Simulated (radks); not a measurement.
Species: Ti II. Configuration: [Ar] 3d2 4s1.

Method: scalar-relativistic Kohn-Sham, LDA (Slater exchange, VWN5 correlation), spin-polarised, spherical densities, finite nucleus; open shells are filled with parallel spins first; Fermi nuclear charge, rms radius 3.5921 fm; hard spherical wall at 3.5 bohr; computed with a radial shooting solver on a logarithmic mesh with Libxc functionals.

Energy parts (hartree):
part                       energy
total                  -851.03923
kinetic                 860.08502
electron-nucleus      -2026.45279
Hartree                 355.54041
exchange-correlation    -40.21187

Orbitals (lengths in bohr, moments of r in powers of bohr; <r^-3> diverges for s and p1/2):
orbital	occ.	eigenvalue (hartree)	<r^-3>
1s up	1	-178.4809	-
1s down	1	-178.4761	-
2s up	1	-19.71378	-
2s down	1	-19.68499	-
2p up	3	-16.34874	263.9
2p down	3	-16.32536	264.3
3s up	1	-2.39084	-
3s down	1	-2.31277	-
3p up	3	-1.53333	30.06
3p down	3	-1.45485	30.04
3d up	2	-0.25268	2.224
3d down	0	-0.17069	2.246
4s up	1	0.05387	-
4s down	0	0.14282	-
4p up	0	0.36701	11.79
4p down	0	0.45442	11.66
4d up	0	0.94315	1.996
4d down	0	1.02677	1.979
5s up	0	2.25729	-
5s down	0	2.33013	-

The highest occupied level is 4s up at 1.466 eV. The configuration is held as typed, so some empty levels lie below it. The electron density at the nucleus is 8494 e/bohr^3 (large components only). Spin moment in Bohr magnetons: 3. The pressure on the wall is 129 GPa. The density falls to 0.001 e/bohr^3 at r = 3.19 bohr. Summed over all electrons, <r^2> = 20.76 bohr^2, which gives a Langevin (diamagnetic) susceptibility term of -16.4 x 10^-6 cm^3/mol.
